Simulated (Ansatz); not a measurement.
The pair A = H2 (SMILES [H][H]) (first 2 atoms), B = CH2O2 (SMILES O=CO); geometry from B3LYP-D3(BJ)/def2-TZVP.
(charge 0, multiplicity 1):
```csv
atom,x (Å),y (Å),z (Å)
H,0.0150,0.4129,-0.4402
H,-0.0776,-0.1963,-0.0196
O,-0.1370,-1.1756,2.7108
C,0.0718,-0.1692,3.3260
O,0.2679,1.0427,2.7836
H,0.1318,-0.0997,4.4196
H,0.2092,0.9488,1.8174
```

Cores are frozen in the correlated methods. MP2 and its Hartree–Fock in aug-cc-pVQZ are density fitted.

Run with Ansatz (Gaussian basis) for Hartree–Fock, density functionals and correlated methods. Values without a source in brackets are computed.

The counterpoise-corrected interaction energy is E(AB) − E(A in the pair's basis) − E(B in the pair's basis). Total energies (hartree):

| level | AB | A in the pair's basis | B in the pair's basis |
|---|---|---|---|
| HF/aug-cc-pVTZ | -189.9777633 | -1.1329749 | -188.8444633 |
| MP2/aug-cc-pVTZ | -190.6532663 | -1.1650257 | -189.4868200 |
| HF/aug-cc-pVQZ | -189.9905254 | -1.1334148 | -188.8567850 |
| MP2/aug-cc-pVQZ | -190.7083942 | -1.1666933 | -189.5402109 |
| CCSD(T)/aug-cc-pVTZ | -190.6920648 | -1.1726712 | -189.5178590 |

Task: Work out the counterpoise-corrected interaction energy at the basis-set limit: extrapolate the MP2 correlation part as X⁻³, take Hartree–Fock from the larger set, and add the CCSD(T) − MP2 difference of aug-cc-pVTZ.

Result: 
1. Differences (1 hartree = 627.509 kcal/mol): HF/aug-cc-pVTZ -0.204; MP2/aug-cc-pVTZ -0.891; HF/aug-cc-pVQZ -0.204; MP2/aug-cc-pVQZ -0.935; CCSD(T)/aug-cc-pVTZ -0.963.
2. Correlation parts, MP2 less HF: -0.687 in aug-cc-pVTZ (X = 3), -0.731 in aug-cc-pVQZ (X = 4).
3. Limit (4³·(-0.731) − 3³·(-0.687))/(4³ − 3³) = -0.762; with HF/aug-cc-pVQZ it gives -0.967.
4. CCSD(T) less MP2 in aug-cc-pVTZ: -0.071.
Result: -1.04 kcal/mol, against -0.89 at MP2/aug-cc-pVTZ. It is an estimate of this method's limit, not of the exact value.

Ansatz is an electronic-structure program.
